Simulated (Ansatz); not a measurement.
Basis-set extrapolation for C2H5AlClNO, SMILES `[CH3][Al]([OH])[C](=N)Cl` (PBE0-D4/def2-TZVP geometry, frozen core, Ansatz). Multiplicity 1, RHF reference.

|  | def2-TZVPP | def2-QZVPP |
| --- | --- | --- |
| HF | -909.544528 | -909.573998 |
| MP2 correlation | -1.039997 | -1.120847 |
| CCSD(T) correlation | -1.127350 | not run |

Energies in hartree. Use E(X) = E(∞) + A·exp(−7.88·√X) for Hartree–Fock and E(X) = E(∞) + B·X^(−2.97) for correlation, with X = 3 and 4, and add CCSD(T) minus MP2 of the smaller set to the MP2 limit.

**Question.** What is the CCSD(T) energy at the basis-set limit?

**Answer.** HF limit: -909.573998 + (-0.029470) × 0.13774 = -909.57806. MP2 limit: -1.120847 + (-0.080850) × 0.74074 = -1.18074. Higher-order term: -1.127350 − (-1.039997) = -0.08735. Total: -910.84615 hartree, 4.74 eV below CCSD(T)/def2-TZVPP.
